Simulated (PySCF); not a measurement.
C4H5FSi, SMILES C#C/C(F)=C/[SiH3].

The structure is a stationary point at B3LYP-D3(BJ)/def2-SVP. The structure was generated by enumeration; whether it is a known compound was not checked.

Two levels are set side by side: PBE/def2-TZVP (PySCF) and PBE0/def2-TZVP (PySCF). Same geometry, gas phase. Differences are taken from unrounded values.

| quantity | PBE0 |
|---|---|
| orbital gap (eV) | 5.82 |
| highest occupied level (eV) | -7.43 |
| lowest empty level (eV) | -1.61 |
| dipole moment (D) | 1.76 |
| mean polarisability (bohr³) | 78.2 |

Problem. What does PBE give, and how far is it from PBE0? (The exact figures need the calculation; the answer reports its results.)

Solution. 
```tsv
quantity	PBE	PBE minus PBE0
orbital gap (eV)	3.88	-1.94
highest occupied level (eV)	-6.34	1.08
lowest empty level (eV)	-2.46	-0.85
dipole moment (D)	1.66	-0.10
mean polarisability (bohr³)	81.1	2.9
```

Without exact exchange PBE keeps part of each electron's self-repulsion, which lifts occupied levels and narrows the gap. Loosely held outer electrons make PBE densities more polarisable. Differences between two approximate levels are no errors against the true value.

Rough cost on one machine, each run with all the roots and properties that it gave: PBE0 against PBE within a factor of 2.
